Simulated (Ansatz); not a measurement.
Total energies of `C1=N[SiH2]O[SiH2]1`.

```
atom   x (Å)   y (Å)   z (Å)
  C1   1.329   0.181   0.221
  N2   0.911   0.964  -0.694
 Si3  -0.808   0.773  -1.023
  O4  -1.260  -0.419   0.038
 Si5  -0.009  -0.964   0.968
  H6   2.388   0.217   0.506
  H7  -1.529   2.036  -0.744
  H8  -1.019   0.346  -2.425
  H9   0.252  -2.409   0.741
 H10  -0.255  -0.727   2.412
```

Total charge 0; spin multiplicity 1. The structure was optimised at the PBE0-D4/def2-TZVP level. Basis def2-TZVPP, the Gaussian-basis code of Ansatz.

RPA on PBE orbitals: Hartree–Fock energy of these orbitals -748.07210 Eh, correlation -1.35606 Eh (frozen core).

```
 functional  energy without D4 (Eh)  D4 term (kJ/mol)
LDA (SPW92)              -746.56514                 –
     revPBE              -750.05985             -77.4
     r2SCAN              -750.10039              -6.1
     B97M-V              -750.06455                 –
       PBE0              -749.80310             -21.9
      B3LYP              -750.28691             -42.4
    r2SCANh              -750.08720              -6.5
    r2SCAN0              -750.06873              -7.2
      BHLYP              -750.15585             -33.5
  CAM-B3LYP              -750.18851             -22.3
    LC-ωPBE              -749.94741                 –
    ωB97M-V              -750.14751                 –
     B2PLYP              -749.88123                 –
   PBE-QIDH              -749.61261                 –
```

(1) Give the same for PBE, BLYP, HSE06 (plane-wave form), ωB97X-V. (Best estimate.)

B3LYP takes the VWN-RPA correlation (the form of Gaussian; ORCA's B3LYP/G). HSE06 is the plane-wave form, built on full-range PBE exchange. The double hybrids freeze the cores in their second-order part.

Answers

(1) Computed: 
| functional | energy without D4 (Eh) | D4 term (kJ/mol) |
| --- | --- | --- |
| PBE | -749.73962 | -26.0 |
| BLYP | -750.19095 | -57.5 |
| HSE06 (plane-wave form) | -749.78173 | -20.4 |
| ωB97X-V | -750.09876 | – |

LC-ωPBE has ω = 0.4 bohr⁻¹.
